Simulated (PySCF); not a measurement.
# Removing an electron from n-GeSiGeSiH10

Species: n-GeSiGeSiH10.
Structure used (PBE0-D3(BJ)/def2-SVP), in Å, numbered top down from 1:
```
atom  x, y, z in Å
Ge1   -0.9954   -2.1685    0.2790
Si2    1.1167   -1.1811   -0.2165
Ge3    1.1326    1.0769    0.5462
Si4   -0.6547    2.2399   -0.5156
H5    -2.1023   -1.4448   -0.5120
H6    -1.0199   -3.6616   -0.0952
H7    -1.3084   -2.0313    1.7810
H8     1.3265   -1.1936   -1.6988
H9     2.2160   -1.9711    0.4220
H10    0.9285    1.1015    2.0749
H11    2.4798    1.7553    0.2261
H12   -1.9572    1.6532   -0.0737
H13   -0.6405    3.6956   -0.1760
H14   -0.5411    2.0859   -1.9982
```

Level: CAM-B3LYP/def2-SVPD (PySCF). Frontier orbitals with their largest atomic shares (Löwdin; up to four atoms above 4 %):

| orbital | ε (eV) | main atoms |
| --- | --- | --- |
| HOMO−3 | -10.80 | Ge1 29 %, H5 19 %, H7 14 %, Si2 10 % |
| HOMO−2 | -10.12 | Ge3 22 %, Si2 21 %, H10 13 %, H8 11 % |
| HOMO−1 | -9.42 | Ge3 19 %, Si2 18 %, Ge1 17 %, Si4 16 % |
| HOMO | -8.97 | ? |
| LUMO | 0.57 | Ge1 26 %, Ge3 16 %, Si2 11 %, H6 11 % |
| LUMO+1 | 0.64 | Ge3 20 %, Si2 17 %, Si4 13 %, Ge1 12 % |
| LUMO+2 | 0.88 | Si2 23 %, Ge3 17 %, Ge1 12 %, H9 11 % |

Q: What vertical ionisation energy does ΔSCF give, and how far is −ε(HOMO) from it?

A: ΔSCF: 9.57 eV (923 kJ/mol; threshold wavelength 130 nm); ⟨S²⟩ of the doublet left behind is 0.759, against 0.75 for a pure doublet. −ε(HOMO) is 8.97 eV, 0.60 eV below it. In exact Kohn–Sham theory the two would be equal; CAM-B3LYP (range-separated hybrid) falls short of its own ΔSCF value by 6 %.

Q: On which atoms does the HOMO lie?

A: Ge3 (germanium bonded to 2 Si and 2 H) 29 %, Si2 (silicon bonded to 2 Ge and 2 H) 28 %, Ge1 (germanium bonded to Si and 3 H) 12 %, Si4 (silicon bonded to Ge and 3 H) 12 %, so no atom holds as much as 40 %. The HOMO−1 lies 0.45 eV lower.

Q: What kinetic energy would electrons from this vertical process carry with Lyman-α light (10.199 eV)?

A: 10.20 − 9.57 = 0.63 eV.

Q: Shift the occupied levels rigidly so that −ε(HOMO) equals the ΔSCF value. What binding energies result?

A: The shift is +0.60 eV: HOMO 9.57, HOMO−1 10.02, HOMO−2 10.72, HOMO−3 11.40 eV. A rigid shift is only a rough guide to the deeper ionisations.

Q: With α = 129.8 au, estimate the like-pair dispersion coefficient by London's formula C6 = (3/4)α²I.

A: I = 0.3517 Eh, so C6 ≈ 4440 au, a rough estimate.

Geometry: PBE0-D3(BJ)/def2-SVP, one conformer, isolated molecule. The calculation is non-relativistic, for germanium too.
